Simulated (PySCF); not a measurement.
Compound: C₂H₂BCl₃Si.
SMILES: `B(Cl)(Cl)[Si@H](Cl)C#C`

Torsions of this conformer, `[CH:1]#[C:2][Si@@H:3]([Cl:4])[B:5]([Cl:6])[Cl:7]`: C2–Si3–B5–Cl6 118°.

The closed-shell ground state was solved at several levels (PySCF, density fitting, gas phase, non-relativistic). Isolated species at its PBE0-D3(BJ)/def2-SVP geometry (one conformer only).

```
        level  basis functions  total energy (Eh)  HOMO (eV)  LUMO (eV)  gap (eV)  dipole (D)
B3LYP/cc-pVTZ              254         -1772.5973      -7.94      -2.66      5.28        1.66
  PBE0/STO-3G               53         -1752.1534      -6.41      -0.40      6.01        2.41
BP86/pcSseg-1              157         -1772.5068      -7.15      -3.53      3.62        1.81
BLYP/pcSseg-1              157         -1772.3123      -6.86      -3.20      3.66        1.75
 PBE0/cc-pVTZ              254         -1771.8259      -8.16      -2.53      5.63        1.67
```

Task: What might LC-wPBE/pcSseg-1 (157 basis functions) give for the same quantities?

Result: Total energy -1771.7896 Eh, HOMO -10.99 eV, LUMO -0.45 eV, gap 10.54 eV, dipole 2.04 D.

Task: Over all these levels, which gives the widest orbital gap and which the narrowest?

Result: LC-wPBE/pcSseg-1 (range-separated hybrid) has the widest, 10.54 eV, and BP86/pcSseg-1 (GGA) the narrowest, 3.62 eV. The two share the basis. From the narrowest to the widest the HOMO moves by -3.84 eV and the LUMO by +3.08 eV.

Task: How far do the dipole and the HOMO energy spread over the levels?

Result: The dipole runs from 1.66 to 2.41 D (mean 1.89 D) and the HOMO from -10.99 to -6.41 eV.
